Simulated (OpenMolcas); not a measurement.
**Ru3+: effect of the active space**

```json
{
  "Program": "OpenMolcas",
  "Method": "SS-CASPT2 or its RAS form, IPEA 0.25 Eh, imaginary shift 0.1 Eh",
  "Basis": "ANO-R2",
  "Scalar Hamiltonian": "X2C, finite nucleus",
  "Spin-orbit coupling": "state interaction with AMFI integrals over the reference wave functions, term energies averaged over their components"
}
```

A. 5 electrons in 5 orbitals (4d); 2S+1 = 6 even, 1 root; 2S+1 = 4 even, 24 roots; 2S+1 = 2 even, 75 roots; closed shells correlated: 4s 4p; CASPT2 step roughly 30 core-seconds
B. 11 electrons in 8 orbitals (RAS1 4p, at most 2 holes; RAS2 4d); 2S+1 = 6 even, 1 root; 2S+1 = 4 even, 24 roots; 2S+1 = 2 even, 70 roots; closed shells correlated: 4s; CASPT2 step about 60 core-seconds

Energies in cm-1 above 4d5 6S 5/2.

```
               Level      A      B
          4d5 6S 5/2    0.0    0.0
          4d5 4G 5/2  23840  23840
          4d5 4G 7/2  24060  24070
         4d5 4G 11/2  24140  24140
          4d5 4G 9/2  24200  24210
   4d5 4P 5/2 [56 %]  26220  26440
   4d5 4P 3/2 [59 %]  26670  26890
   4d5 4P 1/2 [70 %]  27380  27600
          4d5 4D 7/2  28480  28800
   4d5 4D 1/2 [71 %]  29340  29640
   4d5 4D 5/2 [59 %]  29880  30180
   4d5 4D 3/2 [59 %]  29900  30200
         4d5 2I 11/2  35400  35090
         4d5 2I 13/2  35910  35600
4d5 2D 3/2(1) [51 %]  38180  38340
          4d5 4F 9/2  39130  39170
   4d5 4F 7/2 [70 %]  39150  39200
          4d5 4F 5/2  39760  39820
4d5 2F 7/2(1) [73 %]  40800  40930
   4d5 4F 3/2 [51 %]  40960  41260
       4d5 2G 7/2(1)  43470  43570
         4d5 2H 11/2  44490  44220
       4d5 2F 5/2(2)  45870  46110
       4d5 2F 7/2(2)  45940  46130
```

The spin-orbit steps hold different terms of 4d5 (B lacks a 2D), which shifts levels as well.

Between A and B the level of the table that moves most is 4d5 4D 7/2, by 320 cm-1 (lowest in A, highest in B). Moves below CASPT2's spread within the term are not significant.

Term energies are means over components that CASPT2 splits; among the terms shown or strongly mixed into the levels shown the widest spread is 240 cm-1 (4d5 2I, A). Active for correlation alone: 4p; no level in the range computed is led by a configuration that opens it, so any true level of that kind is missing (holds for B). The CASPT2 spread within a term exceeds the gap to the next term for 4d5 2D(1) and 4d5 4F, so the order of their levels is uncertain, and so are names and mixing where such terms share a J (holds for B). Only configurations of the active space appear. The table leaves out levels that lie high or whose names do not pair safely across all columns.

A share in square brackets marks a mixed level and gives the weight of the term that names it, the lowest over the columns. A number in round brackets counts repeated terms of one configuration in the order of the reference energies.
